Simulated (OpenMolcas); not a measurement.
## C+: effect of the basis set

| Item | Value |
| --- | --- |
| Program | OpenMolcas 26.06 |
| Method | CASSCF |
| Active space | 3 electrons in 4 orbitals (2s 2p) |
| State averaging | 2S+1 = 4 odd, 1 root; 2S+1 = 2 odd, 11 roots; 2S+1 = 4 even, 3 roots; 2S+1 = 2 even, 9 roots |
| Spin-orbit coupling | state interaction with AMFI integrals over the reference wave functions, term energies averaged over their components |

A. ANO-R1 [3s2p1d], X2C, finite nucleus; cost of the order of 10 core-seconds
B. ANO-RCC-VTZP [4s3p2d1f], DKH2, point nucleus; cost roughly 12 core-seconds
C. ANO-L-VTZP [4s3p2d1f], non-relativistic, point nucleus; cost about 17 core-seconds
D. ANO-R2 [4s4p2d1f], X2C, finite nucleus; cost roughly 17 core-seconds
E. ANO-R3 [4s4p2d1f], X2C, finite nucleus; cost roughly 13 core-seconds
F. ANO-RCC-VQZP [5s4p3d2f1g], DKH2, point nucleus; cost about 30 core-seconds

Energies in eV above 2s² 2p ²P°_1/2, the measured ground level; measured values from NIST Handbook of Basic Atomic Spectroscopic Data.

```json
{"Level": "2s² 2p ²P°_1/2", "A": "0.0000", "B": "0.0000", "C": "0.0000", "D": "0.0000", "E": "0.0000", "F": "0.0000", "Measured": "0.0000"}
{"Level": "2s² 2p ²P°_3/2", "A": "0.0068", "B": "0.0071", "C": "0.0069", "D": "0.0070", "E": "0.0070", "F": "0.0072", "Measured": "0.0079"}
{"Level": "2s 2p² ⁴P_1/2", "A": "4.6614", "B": "4.6397", "C": "4.6427", "D": "4.6443", "E": "4.6443", "F": "4.6400", "Measured": "5.3317"}
{"Level": "2s 2p² ⁴P_3/2", "A": "4.6640", "B": "4.6423", "C": "4.6453", "D": "4.6469", "E": "4.6469", "F": "4.6426", "Measured": "5.3345"}
{"Level": "2s 2p² ⁴P_5/2", "A": "4.6682", "B": "4.6465", "C": "4.6496", "D": "4.6511", "E": "4.6511", "F": "4.6469", "Measured": "5.3380"}
{"Level": "2s 2p² ²D_3/2", "A": "10.0414", "B": "10.0297", "C": "10.0247", "D": "10.0261", "E": "10.0261", "F": "10.0240", "Measured": "9.2905"}
{"Level": "2s 2p² ²D_5/2", "A": "10.0414", "B": "10.0297", "C": "10.0247", "D": "10.0261", "E": "10.0261", "F": "10.0240", "Measured": "9.2901"}
{"Level": "2s 2p² ²S_1/2", "A": "12.7671", "B": "12.7372", "C": "12.7463", "D": "12.7308", "E": "12.7308", "F": "12.7316", "Measured": "11.9637"}
{"Level": "2s 2p² ²P_1/2", "A": "15.0760", "B": "15.0409", "C": "15.0538", "D": "15.0339", "E": "15.0339", "F": "15.0300", "Measured": "13.7156"}
{"Level": "2s 2p² ²P_3/2", "A": "15.0807", "B": "15.0458", "C": "15.0587", "D": "15.0389", "E": "15.0389", "F": "15.0350", "Measured": "13.7208"}
{"Level": "2p³ ⁴S°_3/2", "A": "17.3076", "B": "17.2947", "C": "17.2759", "D": "17.2976", "E": "17.2976", "F": "17.2857", "Measured": "17.6091"}
{"Level": "2p³ ²D°_3/2", "A": "20.0805", "B": "20.0634", "C": "20.0478", "D": "20.0608", "E": "20.0608", "F": "20.0519", "Measured": "18.6555"}
{"Level": "2p³ ²D°_5/2", "A": "20.0805", "B": "20.0635", "C": "20.0479", "D": "20.0608", "E": "20.0608", "F": "20.0519", "Measured": "18.6549"}
{"Level": "2p³ ²P°_1/2", "A": "22.9862", "B": "22.9560", "C": "22.9519", "D": "22.9488", "E": "22.9488", "F": "22.9423", "Measured": "20.9198"}
{"Level": "2p³ ²P°_3/2", "A": "22.9865", "B": "22.9563", "C": "22.9522", "D": "22.9492", "E": "22.9492", "F": "22.9427", "Measured": "20.9221"}
```

Deviations, from unrounded energies. A percentage is the sum of absolute deviations over the sum of measured energies, with the sign that they share, or ± where signs differ.

| Against measurement | Levels | A | B | C | D | E | F |
| --- | --- | --- | --- | --- | --- | --- | --- |
| mean absolute deviation (cm-1) | 14 | 8300 | 8200 | 8200 | 8100 | 8100 | 8100 |
| fine structure of the ground term (%) | 1 | -13.2 | -10.2 | -11.8 | -10.7 | -10.7 | -8.7 |
| other configurations (%) | 13 | ±8.4 | ±8.3 | ±8.3 | ±8.3 | ±8.3 | ±8.3 |

A, B, C, D, E, F lie about equally close to measurement. The largest miss of F in the table is 2p³ ²P°_1/2, by +16000 cm-1. The ranking rests on the paired levels alone, and a cruder setting can come out closer through cancelling errors.

Among A to F the level of the table that moves most is 2s 2p² ²P_1/2, by 370 cm-1 (lowest in F, highest in A).

Without dynamic correlation excited terms often stand tens of per cent too high (terms of higher spin than the ground term too low), and those without a measured partner can miss by more than the paired ones. Measured partners are found by configuration, term and J. A level has none where our copy of the source lacks it or the pairing is in doubt (some pairs that miss far off the trend of their configuration count as doubtful), and it then counts in no deviation. Only configurations of the active space appear.

° marks odd parity.
